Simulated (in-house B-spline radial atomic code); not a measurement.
Whole-atom quantities along the 22-electron series, configuration [Ar] 3d4. Breit and QED terms are first order and not part of the total energy; the density at the nucleus is averaged over the nuclear charge. Computed with a radial B-spline atomic code at the basis-set limit: Dirac-Hartree-Fock, average of the configuration, finite nuclei.

```json
{"ion": "Tb43+", "Z": "65", "E/Z² (Eh)": "-2.4192", "Σ<r²> (bohr²)": "0.71024", "n(0)/Z³ (bohr⁻³)": "2.3332", "Lamb diamagnetic shielding (ppm)": "6281.25", "repulsion over attraction": "0.064666", "Breit energy (eV)": "269.55", "self-energy (eV)": "233.17", "vacuum polarisation (eV)": "-37.025", "Dirac less non-relativistic energy (Eh)": "-475.85"}
{"ion": "Dy44+", "Z": "66", "E/Z² (Eh)": "?", "Σ<r²> (bohr²)": "?", "n(0)/Z³ (bohr⁻³)": "?", "Lamb diamagnetic shielding (ppm)": "?", "repulsion over attraction": "?", "Breit energy (eV)": "?", "self-energy (eV)": "?", "vacuum polarisation (eV)": "?", "Dirac less non-relativistic energy (Eh)": "?"}
{"ion": "Ho45+", "Z": "67", "E/Z² (Eh)": "-2.4377", "Σ<r²> (bohr²)": "0.65762", "n(0)/Z³ (bohr⁻³)": "2.4882", "Lamb diamagnetic shielding (ppm)": "6534.81", "repulsion over attraction": "0.06265", "Breit energy (eV)": "297.97", "self-energy (eV)": "260.8", "vacuum polarisation (eV)": "-42.603", "Dirac less non-relativistic energy (Eh)": "-543.73"}
{"ion": "Er46+", "Z": "68", "E/Z² (Eh)": "-2.4469", "Σ<r²> (bohr²)": "0.63335", "n(0)/Z³ (bohr⁻³)": "2.5738", "Lamb diamagnetic shielding (ppm)": "6663.67", "repulsion over attraction": "0.061678", "Breit energy (eV)": "312.96", "self-energy (eV)": "275.56", "vacuum polarisation (eV)": "-45.659", "Dirac less non-relativistic energy (Eh)": "-580.46"}
{"ion": "Tm47+", "Z": "69", "E/Z² (Eh)": "-2.4561", "Σ<r²> (bohr²)": "0.61033", "n(0)/Z³ (bohr⁻³)": "2.6749", "Lamb diamagnetic shielding (ppm)": "6794.03", "repulsion over attraction": "0.060729", "Breit energy (eV)": "328.48", "self-energy (eV)": "290.99", "vacuum polarisation (eV)": "-48.916", "Dirac less non-relativistic energy (Eh)": "-619.18"}
{"ion": "Yb48+", "Z": "70", "E/Z² (Eh)": "-2.4653", "Σ<r²> (bohr²)": "0.58846", "n(0)/Z³ (bohr⁻³)": "2.7635", "Lamb diamagnetic shielding (ppm)": "6925.81", "repulsion over attraction": "0.059803", "Breit energy (eV)": "344.55", "self-energy (eV)": "307.12", "vacuum polarisation (eV)": "-52.362", "Dirac less non-relativistic energy (Eh)": "-659.91"}
{"ion": "Lu49+", "Z": "71", "E/Z² (Eh)": "-2.4745", "Σ<r²> (bohr²)": "0.56768", "n(0)/Z³ (bohr⁻³)": "2.8604", "Lamb diamagnetic shielding (ppm)": "7059.17", "repulsion over attraction": "0.058898", "Breit energy (eV)": "361.18", "self-energy (eV)": "323.97", "vacuum polarisation (eV)": "-56.024", "Dirac less non-relativistic energy (Eh)": "-702.77"}
{"ion": "Hf50+", "Z": "72", "E/Z² (Eh)": "?", "Σ<r²> (bohr²)": "?", "n(0)/Z³ (bohr⁻³)": "?", "Lamb diamagnetic shielding (ppm)": "?", "repulsion over attraction": "?", "Breit energy (eV)": "?", "self-energy (eV)": "?", "vacuum polarisation (eV)": "?", "Dirac less non-relativistic energy (Eh)": "?"}
{"ion": "Ta51+", "Z": "73", "E/Z² (Eh)": "-2.4929", "Σ<r²> (bohr²)": "0.52908", "n(0)/Z³ (bohr⁻³)": "3.0941", "Lamb diamagnetic shielding (ppm)": "7330.92", "repulsion over attraction": "0.057148", "Breit energy (eV)": "396.18", "self-energy (eV)": "359.95", "vacuum polarisation (eV)": "-64.072", "Dirac less non-relativistic energy (Eh)": "-795.34"}
```

Problem. Fill in the row of Dy44+.

Solution. E/Z² (Eh): -2.4285; Σ<r²> (bohr²): 0.68321; n(0)/Z³ (bohr⁻³): 2.3976; Lamb diamagnetic shielding (ppm): 6407.31; repulsion over attraction: 0.063646; Breit energy (eV): 283.5; self-energy (eV): 246.68; vacuum polarisation (eV): -39.721; Dirac less non-relativistic energy (Eh): -508.85.

Problem. Fill in the row of Hf50+.

Solution. E/Z² (Eh): -2.4837; Σ<r²> (bohr²): 0.54791; n(0)/Z³ (bohr⁻³): 2.9765; Lamb diamagnetic shielding (ppm): 7194.21; repulsion over attraction: 0.058013; Breit energy (eV): 378.38; self-energy (eV): 341.57; vacuum polarisation (eV): -59.929; Dirac less non-relativistic energy (Eh): -747.91.

Problem. With what power of Z does the column «vacuum polarisation (eV)» change over this range?

Solution. A fit of the logarithm of its size against log Z from Z = 65 to 73 has slope 4.72.
